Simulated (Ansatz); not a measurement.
Ansatz results at the PBE0-D4/def2-TZVP geometry: HOMO–LUMO gap (ωB97M-V/def2-TZVPP) 11.13 eV; HOMO–LUMO gap (PBE0/def2-TZVPP) 7.19 eV; size of the dipole moment (B3LYP/def2-TZVPP) 1.31 D.

Each molecule was computed in one conformer, which needn't be the lowest.

(1) Which molecule gave them?
A. `[CH3][Sn]([F])([F])[SH]`
B. `[NH2][SnH]([NH2])[NH2]`
C. `C[O][Sn]([CH3])([SH])[Cl]`
D. `[F][Sn]([F])([F])[F]`

## Answers

(1) B. The others give `C[O][Sn]([CH3])([SH])[Cl]`: 10.68, 6.51, 2.59; `[F][Sn]([F])([F])[F]`: 13.56, 8.82, 0.00; `[CH3][Sn]([F])([F])[SH]`: 10.86, 6.65, 3.29.

B3LYP here is the variant with VWN-RPA as its local correlation; programs differ in this.
